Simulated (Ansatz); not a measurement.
Reactions of C₃H₆F₂Si, SMILES `C[SiH2]C(F)=CF`.

Calculated with Ansatz (gas phase, PBE0-D4/def2-TZVP geometries, no zero-point term in ΔE). CBS: MP2 limit from def2 TZ/QZ plus the TZ coupled-cluster correction, frozen cores. This one scheme is used for every species, atoms too. Double bonds are as drawn, so ΔE can hold a change between cis and trans. No spin–orbit coupling; open shells (•) take unrestricted orbitals. Spin–orbit coupling would lower the free atoms: a little for C, F, Si. Elements past krypton have def2 core potentials. Bonds to Sb are less sure, by a few kJ/mol each and by 10 to 20 or more in all where they break to atoms, as the def2 sets lack core-valence functions. Each species was taken in one conformer, which may not be the lowest.

(1) Order these by ΔE at CCSD(T)/CBS, lowest first. (Best estimate.)
A. `C[SiH2]/C(F)=C\F` → 3 C• + 2 F• + 6 H• + Si•
B. `C[SiH2]/C(F)=C\F` → `F/C=C/F` + `C[SiH]`
C. `C[SiH2]/C(F)=C\F` → `FC1(F)CC[SiH2]1`
D. `C[SiH2]/C(F)=C\F` + `F[SiH3]` → `C[SiH2][SiH2]F` + `F/C=C/F`
E. `C[SiH2]/C(F)=C\F` + HCl → `C[SiH2]/C(Cl)=C\F` + H–F
F. `C[SiH2]/C(F)=C\F` + HCl → `F/C=C(\F)Cl` + `C[SiH3]`
G. `C[SiH2]/C(F)=C\F` + `[SH][SbH2]` → `C[SiH2][S][SbH2]` + `F/C=C/F`
H. `C[SiH2]/C(F)=C\F` + CH₃OH → `CO/C(F)=C/F` + `C[SiH3]`

Largest T1 diagnostic: 0.013, for `[SH][SbH2]`.

## Answers

(1) G (-65.6 kJ/mol), E (-43.1 kJ/mol), C (-17.2 kJ/mol), D (+12.3 kJ/mol), H (+44.6 kJ/mol), F (+71.2 kJ/mol), B (+238.0 kJ/mol), A (+4560.2 kJ/mol).
